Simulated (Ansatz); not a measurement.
Complex (SMILES): C#C (C2H2) with C[SiH3] (CH3-SiH3), atoms 1 to 4 the first; geometry from B3LYP-D3(BJ)/def2-TZVP, monomers rigid:
```xyz
12

C     -0.1165     0.4274    -0.3481
C     -0.5435    -0.4531     0.3410
H     -0.9236    -1.2325     0.9556
H      0.2711     1.2052    -0.9599
C      2.6297    -2.0608    -1.5202
Si     3.4368    -0.4101    -1.1513
H      2.6930    -2.2958    -2.5843
H      3.1200    -2.8641    -0.9671
H      1.5772    -2.0398    -1.2355
H      3.3716    -0.0937     0.2950
H      4.8630    -0.4218    -1.5626
H      2.7610     0.6825    -1.8956
```

Basis-set convergence of the uncorrected interaction energy at HF with Ansatz (an electronic-structure program). Cartesian d functions, on some or all atoms, in 6-31G*, 6-31G**, 6-311G**; all else is spherical. No added dispersion term, no relativity. Functions are those of the species that has most. Reference: the counterpoise-corrected one, the value in aug-pcseg-3, 0.64 kcal/mol. Deviations are taken from unrounded values.

```csv
basis,functions,uncorrected interaction energy (kcal/mol),minus reference (kcal/mol)
STO-3G,32,0.25,-0.39
3-21G,56,-0.93,-1.57
6-31G,56,-0.20,-0.84
def2-SV(P),76,0.15,-0.49
6-31G*,80,-0.23,-0.87
def2-SVP,100,0.19,-0.45
6-31G**,104,-0.24,-0.88
6-311G**,129,0.27,-0.37
aug-cc-pV(D+d)Z,173,0.40,-0.24
def2-TZVP,178,0.60,-0.04
def2-TZVPP,247,0.60,-0.04
jun-cc-pV(T+d)Z,277,0.59,-0.05
aug-cc-pV(T+d)Z,377,0.57,-0.06
def2-QZVPP,481,0.64,0.00
aug-cc-pV(Q+d)Z,697,0.63,-0.01
```

The smallest set listed that lies within 0.2 kcal/mol of the reference with all its larger relatives (same family, alike in diffuse functions; a set with none counts only in the reference's own line) is def2-TZVP (178 functions, -0.04 kcal/mol off).
